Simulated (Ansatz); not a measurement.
CuF3HOP, SMILES `[OH][Cu-][P+](F)(F)F`. The species carries charge 0 and has multiplicity 1. For Cu the d shell is correlated and the shells below it are frozen. Scalar relativity is left out up to krypton.

Cartesian coordinates in Å:
```
O 1.796 2.029 0.164
Cu 0.648 0.684 0.050
P -0.625 -0.969 -0.108
F -2.143 -0.716 0.071
F -0.446 -2.148 0.880
F -0.654 -1.764 -1.437
H 1.425 2.885 0.380
```

Give the diagnostics of a CCSD(T)/def2-TZVPP run (frozen core, Ansatz 0.2.0). (An estimate is asked.)

Ansatz gave: T1 = 0.0241, largest single amplitude 0.064, largest double 0.020, (T) share of the correlation energy 3.9 %, 13 CCSD cycles. The RHF solution is stable towards an unrestricted one. T1 lies over the customary mark of 0.02 for closed shells; compounds of d metals often pass it without a breakdown.
